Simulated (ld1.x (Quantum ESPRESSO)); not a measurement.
## An all-electron radial function and its pseudo partner (O (Z = 8))

Columns: radius, all-electron u(r) and pseudo u(r) of the 2p shell (level -9.25 eV) of oxygen in the configuration [He] 2s1.5 2p4.5; PBE, non-relativistic, TM scheme, ld1.x (Quantum ESPRESSO) 7.5.

| r (bohr) | all-electron | pseudo |
| --- | --- | --- |
| 0.088 | 0.0836 | 0.0276 |
| 0.175 | 0.2423 | 0.1057 |
| 0.262 | 0.4063 | 0.2245 |
| 0.350 | 0.5500 | 0.3704 |
| 0.438 | 0.6631 | 0.5240 |
| 0.525 | 0.7454 | 0.6651 |
| 0.612 | 0.8007 | 0.7810 |
| 0.700 | 0.8332 | 0.8632 |
| 0.788 | 0.8464 | 0.9077 |
| 0.875 | 0.8447 | 0.9180 |
| 0.962 | 0.8319 | 0.9022 |
| 1.050 | 0.8108 | 0.8684 |
| 1.138 | 0.7839 | 0.8251 |
| 1.225 | 0.7534 | 0.7792 |
| 1.312 | 0.7205 | 0.7343 |
| 1.400 | 0.6859 | 0.6919 |
| 1.487 | 0.6512 | 0.6531 |
| 1.575 | 0.6163 | 0.6166 |
| 1.662 | 0.5822 | 0.5822 |
| 1.750 | 0.5487 | 0.5487 |
| 1.838 | 0.5163 | 0.5163 |
| 1.925 | 0.4855 | 0.4855 |
| 2.012 | 0.4561 | 0.4561 |
| 2.100 | 0.4278 | 0.4278 |
| 2.188 | 0.4009 | 0.4009 |
| 2.275 | 0.3757 | 0.3757 |

Q: How many radial nodes do the two functions have?

A: The all-electron 2p function has n − l − 1 = 0; the pseudo-wave has 0.

Q: At about which radius was the pseudo-wave matched?

A: 1.75 bohr. The columns agree to 0.0005 from 1.57 bohr on; several derivatives are matched, so the curves merge somewhat inside the radius.

Q: Where does each function peak?

A: Outermost all-electron maximum near 0.79 bohr, pseudo maximum near 0.88 bohr (to the table’s step).

Q: Is the pseudo-wave norm-conserving?

A: Yes: the TM scheme keeps the norm inside the radius equal to the all-electron one, which fixes the energy derivative of the logarithmic derivative at the level.
